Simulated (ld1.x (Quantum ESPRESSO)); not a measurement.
**Ga: one change to a PAW potential, before and after**

```
Element                 : Ga (Z = 31)
Generator               : ld1.x (Quantum ESPRESSO) 7.5
Type                    : PAW
Functional              : PBE
Relativity              : scalar-relativistic
Frozen core             : [Ar] 3d10
Valence charge          : 3
Reference configuration : 4s2 4p1
Partial waves           : 4s (bound): rcut 1.60, rcutus 1.85 bohr; 4s channel at 0.55 Ry: rcut 1.60, rcutus 1.85 bohr; 4p (bound): rcut 2.15, rcutus 2.40 bohr; 4p channel at 4.15 Ry: rcut 2.15, rcutus 2.40 bohr; 4d channel at 0.15 Ry: rcut 1.70, rcutus 2.35 bohr; 4d channel at 2.65 Ry: rcut 1.70, rcutus 2.35 bohr
Local potential         : all-electron potential smoothed inside 1.75 bohr (lloc = -1)
Core correction         : Bessel-smoothed model core, default radius (core density twice the valence density)
Augmentation charge     : PSQ, inside the norm-conserving radii
```

Change: waves 4d channel at 0.15 Ry: rcut 1.60, rcutus 1.70 bohr; 4d channel at 2.65 Ry: rcut 1.60, rcutus 1.70 bohr.

Cutoffs: the cutoffs (Ry, on a coarse ladder) from which the occupation-weighted sum of valence levels, in a spherical-Bessel basis at the reference potential, stays within 10 and 1 mRy of its value at 400 Ry; they do not see the model core or the augmentation charge, which bear on the density cutoff. Errors are all-electron minus pseudo energies relative to the spin-unpolarised reference configuration.

Problem. How do hardness, ghosts and transferability respond?

Solution. Both files are so soft that the ladder of cutoffs tells neither apart; a bound ghost appears in d, which as a rule spoils a file; the errors of the 7 common tests hardly move; the range in which the d phases agree widens (upper end 0.6 → at the end of the scan).

```tsv
quantity	base	changed
cutoff, loose	8 Ry	8 Ry
cutoff, tight	12 Ry	12 Ry
bound ghosts	none	d
error for 4s2 4p0, meV [ΔE 5.69 eV]	-13	-13
error for 4s1 4p0, meV [ΔE 26.82 eV]	-204	-204
error for 4s2 4p0.5, meV [ΔE 2.03 eV]	-2.0	-2.0
error for 4s2 4p1.3, meV [ΔE -0.53 eV]	-0.1	-0.1
error for 4s0 4p3, meV [ΔE 13.37 eV]	-73	-73
error for 4s1 4p1, meV [ΔE 13.06 eV]	-56	-56
error for 4s1 4p2, meV [ΔE 6.54 eV]	-19	-19
s: phases at 2.61 bohr within 0.05 rad from the reference energy up to (Ry; the scan ends near 5)	3.6	3.6
p: phases at 2.61 bohr within 0.05 rad from the reference energy up to (Ry; the scan ends near 5)	to the end of the scan	to the end of the scan
d: phases at 2.61 bohr within 0.05 rad from the reference energy up to (Ry; the scan ends near 5)	0.6	to the end of the scan
lowest overlap eigenvalue by channel	s 0.41, p 0.65, d 0.94	s 0.41, p 0.65, d 0.08
```

 A true bound ghost makes a file unfit for plane-wave use even where its test errors are small: the radial tests pick states by their node count and pass the ghost by.
